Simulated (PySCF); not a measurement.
Magnesium: a sound run and one with changed settings

Sound run: Mg⁺ [Ne] 3s1, Mg²⁺ [Ne]. All numbers are calculated (PySCF 2.14, scalar relativity by spin-free X2C-1e, in cc-pVDZ-DK). The sound run starts from symmetry-adapted Hartree-Fock orbitals and uses a fine grid where one is needed.

Changed run: radial step 1.2 in ln r (0.13 in the sound run). This setting is unsound on purpose.

```
species  method  sound run (hartree)  changed run (hartree)  converged
    Mg⁺     UHF           -199.67040             -199.67040        yes
    Mg⁺   M06-L           -200.08003             -200.07854        yes
    Mg⁺  r2SCAN           -200.07016             -200.14039        yes
   Mg²⁺     UHF           -199.12893             -199.12893        yes
   Mg²⁺   M06-L                  n/a             -199.53497        yes
   Mg²⁺  r2SCAN           -199.51867             -199.61883        yes
```

Ionisation energy of Mg⁺:

```json
{"method": "UHF", "sound run (eV)": "14.734", "changed run (eV)": "14.734"}
{"method": "M06-L", "sound run (eV)": "n/a", "changed run (eV)": "14.791"}
{"method": "r2SCAN", "sound run (eV)": "15.007", "changed run (eV)": "14.192"}
```

A coarse radial grid mis-integrates the density and the exchange-correlation energy, with errors of either sign; Hartree-Fock needs no grid.

For comparison, NIST gives 15.035 eV between the lowest levels.
